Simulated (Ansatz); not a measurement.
CH4Si (SMILES C[SiH]) moved off its minimum; all values from Ansatz (a program for electronic structure), cores frozen in correlated methods.
(charge 0, multiplicity 1)
```xyz
6

Si    -0.3663    -0.1651     0.2740
H     -1.5926    -0.5264    -0.5142
C      0.7618     0.5380    -0.4857
H      1.6541     0.9073    -0.1988
H      0.1369     1.1370    -1.1942
H      1.0663    -0.0376    -1.3547
```

| level | largest force (eV/Å) | on atom | rms difference from CCSD(T)/aug-cc-pV(T+d)Z (eV/Å) | dipole (D) |
|---|---|---|---|---|
| HF/def2-TZVPP | 15.59 | Si1 | 0.314 | 3.47 |
| PBE/def2-TZVPP | 14.61 | Si1 | 0.266 | 3.27 |
| r2SCAN/def2-TZVPP | 14.62 | Si1 | 0.195 | 3.40 |
| B3LYP/def2-TZVPP | 14.71 | Si1 | 0.152 | 3.22 |
| wB97M-V/def2-TZVPP | 14.76 | Si1 | 0.121 | 3.23 |
| MP2/aug-cc-pV(T+d)Z | 15.02 | Si1 | 0.059 | 3.32 |
| CCSD(T)/aug-cc-pV(T+d)Z | 15.07 | Si1 | 0.000 | 3.18 |

The differences count from one level among others, with limits of its own. Forces at CCSD(T)/aug-cc-pV(T+d)Z (eV/Å):

```
atom      Fx      Fy       Fz
----  ------  ------  -------
Si1   -9.496  -6.499    9.735
H2     0.308   0.217   -1.218
C3     5.873   4.378  -10.021
H4     2.406   1.801    1.552
H5     0.590   1.132    0.520
H6     0.319  -1.029   -0.569
```

Doubts at one or more of the structures used: a restricted determinant that unrestricted orbitals would lower (MP2/aug-cc-pV(T+d)Z, CCSD(T)/aug-cc-pV(T+d)Z).
